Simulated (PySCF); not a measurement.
P+ (phosphorus, charge +1) across methods

[Ne] 3s2 3p2, high-spin 3P determinant. All numbers are calculated (PySCF 2.14, the non-relativistic Hamiltonian (point nucleus), in dyall-acv3z (19s12p6d4f, 113 functions)).

```tsv
method	E (hartree)	mean ε 3s α (eV)	mean ε 3s β (eV)	mean ε 3p α (eV)	Σ⟨r²⟩ (bohr²)	⟨S²⟩
UHF	-340.35495	-30.967	-25.422	-19.736	20.83	2.013
PBE	-340.7298	-23.913	-21.861	-14.985	20.64	2.004
M06-2X	-340.8745	-27.228	-24.380	-17.233	20.61	2.003
r2SCAN	-340.8589	-24.551	-21.965	-15.415	20.60	2.008
MN15	-340.8798	-25.937	-23.531	-16.756	20.59	2.003
PBE0	-340.7588	-25.865	-23.089	-16.333	20.60	2.005
TPSS	-340.9094	-24.271	-21.832	-15.187	20.57	2.005
```

Question: Estimate the same row for LDA.

Answer: E (hartree) = -339.6168; mean ε 3s α (eV) = -23.926; mean ε 3s β (eV) = -22.048; mean ε 3p α (eV) = -14.921; Σ⟨r²⟩ (bohr²) = 20.66; ⟨S²⟩ = 2.002.
